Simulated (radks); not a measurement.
Species: Bi+. Configuration: [Xe] 4f14 5d10 6p4 (not the ground configuration). All-electron calculation, Dirac Kohn-Sham, LDA (Slater exchange, Perdew-Wang correlation), spin-unpolarised, spherical densities, finite nucleus; open shells fill j = l - 1/2 first; Fermi nuclear charge, rms radius 5.5211 fm. Program: a radial shooting solver on a logarithmic mesh with Libxc functionals.

Normalised radial functions P(r) = r R(r) (large component), r in bohr:

```
   r/bohr * 4f7/2, o 5p3/2, + 6p1/2 (the largest magnitude, 1.54, reaches the edge; | marks zero, & curves that meet)
0.0006036                             &
0.0009524                             &
 0.001503                             &
  0.00239                             &
  0.00377                             &
 0.005949                             *&
 0.009386                             *+o
  0.01493                             *+ o
  0.02355                             * +  o
  0.03716                             * +   o
  0.05863                             +* o
  0.09324                        o  + |    *
   0.1471                      o    + |           *
   0.2321                             |  + o                 *
   0.3662                             |  +       o               *
   0.5824                    o   +    |                  *
   0.9189        o                 +  |      *
     1.45                   o         |*      +
    2.287                           o *            +
    3.638                             &      +
     5.74                             &+
    9.056                             &
```

4f7/2: eigenvalue -161.12 eV, 0 radial nodes, <r> = 0.444 bohr, 90 % of the charge inside 0.703 bohr. 5p3/2: eigenvalue -100.30 eV, 3 radial nodes at r = 0.0709, 0.202, 0.489 bohr, <r> = 0.974 bohr, 90 % of the charge inside 1.40 bohr. 6p1/2: eigenvalue -14.822 eV, 4 radial nodes at r = 0.0619, 0.182, 0.434, 1.06 bohr, <r> = 2.49 bohr, 90 % of the charge inside 3.66 bohr.
